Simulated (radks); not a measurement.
Question: The silver ion Ag7+ is in [Kr] 4d4. Method: non-relativistic Kohn-Sham, PBE, spin-polarised, spherical densities, point nucleus; computed with a radial shooting solver on a logarithmic mesh with Libxc functionals. Open shells are filled with parallel spins first. One electron is removed from 4s, 4d, 3d, 4p in turn, with full relaxation. Which removal costs least, and what does each cost?

Answer: 4d 127.48 eV; 4p 178.17 eV; 4s 211.18 eV; 3d 510.43 eV. The 4d electron leaves first.
